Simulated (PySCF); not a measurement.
Si2PH7O3

The system: Si2PH7O3, a small molecule; neutral, singlet. The structure, one conformer, was relaxed in the gas phase by PBE0-D3(BJ)/def2-SVP. No frequency run checks that it is a minimum.

SMILES: O[Si](O)(O)P[SiH3]

```tsv
atom	x (Å)	y (Å)	z (Å)
Si1	-0.534	-0.172	-0.959
O2	-2.128	0.079	-1.305
O3	-0.393	-1.644	-0.210
P4	0.090	1.618	0.246
Si5	1.086	0.412	1.881
O6	0.452	-0.307	-2.287
H7	-2.601	-0.686	-1.650
H8	0.414	-2.129	-0.409
H9	-1.161	1.745	0.919
H10	1.682	1.358	2.871
H11	0.164	-0.519	2.593
H12	2.192	-0.370	1.248
H13	0.646	0.510	-2.757
```

Shieldings: GIAO PBE0/pcSseg-1. Shifts are against computed references at the same level: H TMS (σ 31.27 ppm), Si TMS (σ 352.0 ppm). Core levels by delta-SCF with SCAN, pcX-2 on the ionised atom and pcseg-1 elsewhere, spin-free X2C (2p3/2 is the spin-free 2p value less a third of a first-order spin-orbit splitting); from the vacuum level, for chosen atoms.

(1) Give the shieldings and core levels atom by atom.

(2) By CAM-B3LYP/def2-SVPD (TDDFT singlets, Tamm-Dancoff triplets, ionisation by delta-SCF), where does absorption start, and what does vertical ionisation take?

Answers

(1) 
```json
{"atoms": "Si1", "bonded to": "3 O + 1 P", "σ (ppm)": "373.3", "δ (ppm)": "-21.3", "core level (eV)": "2p3/2 108.05"}
{"atoms": "O2", "bonded to": "1 Si + 1 H", "σ (ppm)": "255.5", "δ (ppm)": "-", "core level (eV)": "1s 538.73"}
{"atoms": "O3", "bonded to": "1 Si + 1 H", "σ (ppm)": "270.9", "δ (ppm)": "-", "core level (eV)": "1s 538.71"}
{"atoms": "P4", "bonded to": "2 Si + 1 H", "σ (ppm)": "631.0", "δ (ppm)": "-", "core level (eV)": "2p3/2 135.88"}
{"atoms": "Si5", "bonded to": "1 P + 3 H", "σ (ppm)": "426.9", "δ (ppm)": "-74.9", "core level (eV)": "-"}
{"atoms": "O6", "bonded to": "1 Si + 1 H", "σ (ppm)": "246.6", "δ (ppm)": "-", "core level (eV)": "1s 538.75"}
{"atoms": "H7", "bonded to": "1 O", "σ (ppm)": "29.05", "δ (ppm)": "2.22", "core level (eV)": "-"}
{"atoms": "H8", "bonded to": "1 O", "σ (ppm)": "29.43", "δ (ppm)": "1.84", "core level (eV)": "-"}
{"atoms": "H9", "bonded to": "1 P", "σ (ppm)": "29.94", "δ (ppm)": "1.33", "core level (eV)": "-"}
{"atoms": "H10 H11 H12", "bonded to": "1 Si", "σ (ppm)": "27.25", "δ (ppm)": "4.02", "core level (eV)": "-"}
{"atoms": "H13", "bonded to": "1 O", "σ (ppm)": "29.40", "δ (ppm)": "1.87", "core level (eV)": "-"}
```

Values are those of this one static structure, with the three H of a rotating XH3 group averaged; atoms that internal rotation interchanges would show their mean in an NMR spectrum.

(2) The lowest singlet lies at 6.21 eV (f 0.017), the strongest of the first 6 at 7.35 eV (f 0.056), the lowest triplet at 5.49 eV; vertical ionisation takes 9.47 eV.

The 3 runs behind this took 2.6 min in all, one thread each of Arm Neoverse V1 on a shared host, launched as `OMP_NUM_THREADS=1 python cluster_run.py task.json out`.
